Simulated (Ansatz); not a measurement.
`c1sc(-c2sc(-c3sc(-c4scc5c4OCCO5)c4c3OCCO4)c3c2OCCO3)c2c1OCCO2` with charge +1. The state is a doublet with charge 1. Geometry PBE-D4/def2-SVP, that of the neutral singlet; atoms count from 1.

```xyz
54

C     5.2854   -4.5174   -0.1719
S     4.5631   -2.9648   -0.4414
C     2.9496   -3.5512   -0.0656
C     1.8081   -2.6747   -0.1185
S     1.9384   -0.9964    0.3925
C     0.2565   -0.6570    0.0041
C    -0.3274    0.6426    0.1561
S    -1.9957    0.9936   -0.2797
C    -1.8594    2.6774    0.2101
C    -2.9764    3.5787    0.0878
S    -4.6180    3.0616    0.4415
C    -5.2821    4.6187    0.0661
C    -4.2882    5.5083   -0.2962
C    -2.9778    4.9187   -0.2943
O    -1.8651    5.6045   -0.6846
C    -2.0746    7.0159   -0.6694
C    -3.3926    7.3788   -1.3420
O    -4.5031    6.8133   -0.6422
C    -0.5722    2.9422    0.6740
C     0.2852    1.8036    0.6310
O     1.5882    1.8396    1.0424
C     1.8711    2.9884    1.8458
C     1.2599    4.2428    1.2326
O    -0.1630    4.1449    1.1712
C    -0.3567   -1.8189   -0.4678
C     0.5107   -2.9478   -0.5495
O     0.1011   -4.1460   -1.0571
C    -1.3219   -4.2566   -1.0886
C    -1.9587   -2.9984   -1.6668
O    -1.6684   -1.8610   -0.8500
C     3.0035   -4.9100    0.2403
C     4.3303   -5.4569    0.1680
O     4.5960   -6.7723    0.4283
C     3.5231   -7.4186    1.1171
C     2.1763   -7.0536    0.5063
O     1.9258   -5.6534    0.6233
H     6.3654   -4.6698   -0.2690
H    -6.3591    4.8090    0.1206
H    -2.0702    7.3893    0.3813
H    -1.2212    7.4698   -1.2107
H    -3.3846    7.0187   -2.3975
H    -3.5447    8.4762   -1.3440
H     2.9740    3.0719    1.9027
H     1.4692    2.8375    2.8744
H     1.6738    4.4032    0.2099
H     1.4910    5.1315    1.8523
H    -1.7114   -4.4376   -0.0598
H    -1.5584   -5.1375   -1.7174
H    -1.5818   -2.8261   -2.7015
H    -3.0617   -3.0917   -1.7000
H     3.7088   -8.5081    1.0403
H     3.5350   -7.1306    2.1944
H     2.1523   -7.3551   -0.5670
H     1.3527   -7.5693    1.0383
```

Single mean-field runs in def2-SVP are fitted with def2-universal-jkfit.

**Question.** Estimate the Mulliken populations of the heavy atoms from the PBE0/def2-SVP orbitals of Ansatz.

**Answer.** 
```tsv
atom	charge (e)	spin (α − β)
C1	-0.12	0.14
S2	0.16	-0.01
C3	-0.21	-0.01
C4	-0.16	0.21
S5	0.24	-0.04
C6	-0.11	0.10
C7	-0.11	0.10
S8	0.24	-0.04
C9	-0.16	0.21
C10	-0.21	-0.01
S11	0.16	-0.01
C12	-0.12	0.13
C13	0.17	-0.05
C14	0.25	0.08
O15	-0.33	0.02
C16	0.11	0.00
C17	0.12	0.00
O18	-0.34	0.00
C19	0.25	-0.04
C20	0.15	0.06
O21	-0.34	0.02
C22	0.11	0.00
C23	0.11	0.00
O24	-0.32	0.01
C25	0.15	0.06
C26	0.25	-0.04
O27	-0.32	0.01
C28	0.11	0.00
C29	0.11	0.00
O30	-0.34	0.02
C31	0.25	0.08
C32	0.17	-0.05
O33	-0.34	0.00
C34	0.12	0.00
C35	0.11	0.00
O36	-0.33	0.02
```
Mulliken values depend strongly on the basis.

**Question.** Where does the spin sit?

**Answer.** Summed by element: C 0.99, S -0.09, O 0.09, H 0.00, of 1 unpaired in all. Largest on single atoms: C4 0.21, C9 0.21, C1 0.14.

**Question.** And the Mayer bond orders between heavy atoms (over 0.3, the first 40 of 43)?

**Answer.** C1–S2 1.14 (1.73 Å); C1–C32 1.50 (1.38 Å); S2–C3 1.12 (1.76 Å); C3–C4 1.18 (1.44 Å); C3–C31 1.41 (1.39 Å); C4–S5 1.10 (1.76 Å); C4–C26 1.39 (1.39 Å); S5–C6 1.08 (1.76 Å); C6–C7 1.35 (1.43 Å); C6–C25 1.34 (1.40 Å); C7–S8 1.08 (1.76 Å); C7–C20 1.34 (1.40 Å); S8–C9 1.10 (1.76 Å); C9–C10 1.18 (1.44 Å); C9–C19 1.40 (1.39 Å); C10–S11 1.12 (1.76 Å); C10–C14 1.41 (1.39 Å); S11–C12 1.14 (1.73 Å); C12–C13 1.50 (1.38 Å); C13–C14 1.18 (1.44 Å); C13–O18 1.10 (1.37 Å); C14–O15 1.15 (1.36 Å); O15–C16 0.91 (1.43 Å); C16–C17 1.06 (1.52 Å); C17–O18 0.92 (1.43 Å); C19–C20 1.24 (1.43 Å); C19–O24 1.15 (1.36 Å); C20–O21 1.14 (1.37 Å); O21–C22 0.90 (1.43 Å); C22–C23 1.06 (1.52 Å); C23–O24 0.92 (1.43 Å); C25–C26 1.24 (1.43 Å); C25–O30 1.14 (1.37 Å); C26–O27 1.15 (1.36 Å); O27–C28 0.92 (1.43 Å); C28–C29 1.06 (1.52 Å); C29–O30 0.90 (1.43 Å); C31–C32 1.18 (1.44 Å); C31–O36 1.16 (1.36 Å); C32–O33 1.10 (1.37 Å).
